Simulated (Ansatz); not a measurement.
Consider the ligand exchange at the Si–C bond: `[SiH3]C([SiH3])I` + `[OH][SnH]([F])[F]` → `[F][SnH]([F])[O][SiH3]` + `[SiH3]CI`.

Isolated molecules relaxed with PBE0-D4/def2-TZVP in Ansatz; ΔE leaves out vibrations. CCSD(T)/CBS adds triple-zeta CCSD(T) − MP2 to the extrapolated MP2 energy (def2 sets, frozen cores). Functionals use def2-TZVPP. Elements past krypton have def2 core potentials. For I, Sn outer-core shells are correlated without core-valence functions, which leaves a few kJ/mol of doubt a bond. Each species was taken in one conformer, which may not be the lowest.

`[SiH3]C([SiH3])I`:

```xyz
11

Si    1.050    0.987   -0.737
C     0.438   -0.359    0.421
Si   -1.428   -0.529    0.549
I     1.225   -2.237   -0.276
H     0.510    0.740   -2.097
H     2.533    1.000   -0.775
H     0.557    2.302   -0.242
H     0.871   -0.223    1.415
H    -1.987    0.747    1.076
H    -1.782   -1.638    1.468
H    -1.986   -0.790   -0.801
```

`[OH][SnH]([F])[F]`:

Z-matrix (Å, degrees):
```
Sn
F 1 1.904
F 1 1.904 2 102.4
O 1 1.929 2 107.5 3 -113.1
H 1 1.682 2 112.3 3 120.7
H 4 0.961 1 113.7 2 55.1
```

`[F][SnH]([F])[O][SiH3]`:

Z-matrix (Å, degrees):
```
Sn
F 1 1.900
O 1 1.916 2 106.4
F 1 1.900 2 103.9 3 112.2
H 1 1.682 2 112.5 3 -126.1
Si 3 1.647 1 137.4 2 53.3
H 6 1.485 3 108.8 1 122.9
H 6 1.485 3 108.9 1 -117.9
H 6 1.486 3 110.8 1 2.5
```

`[SiH3]CI`:

Z-matrix (Å, degrees):
```
Si
C 1 1.877
H 1 1.490 2 109.0
H 1 1.483 2 109.6 3 119.6
H 1 1.483 2 109.6 3 -119.6
I 2 2.141 1 109.8 3 -179.9
H 2 1.089 1 112.7 3 -61.9
H 2 1.089 1 112.7 3 62.1
```

```csv
level,ΔE (kJ/mol)
PBE0-D4,-82.8
HF/def2-QZVPP,-127.0
```

Q: What does CCSD(T)/CBS give? (Estimate.)

A: The calculation gave: -91.8 kJ/mol. The listed levels differ from it by 9.0, -35.2 kJ/mol.

Largest T1 diagnostic among the species: 0.015.

From PBE to PBE0 (25 % exact exchange), in def2-TZVPP and without D4, ΔE moves by −6.1 kJ/mol. The D4 term adds +8.1 kJ/mol with B3LYP and +4.2 kJ/mol with PBE0; it sums over pairs of atoms, weighted by their polarisabilities, and B3LYP, whose exchange is more repulsive, gets the larger term. In def2-TZVPP, CCSD(T) changes the Hartree–Fock value by +32.2 kJ/mol (the triples alone add +5.0 kJ/mol) and MP2 by +35.0 kJ/mol.

B3LYP here is the variant with VWN-RPA as its local correlation; programs differ in this.
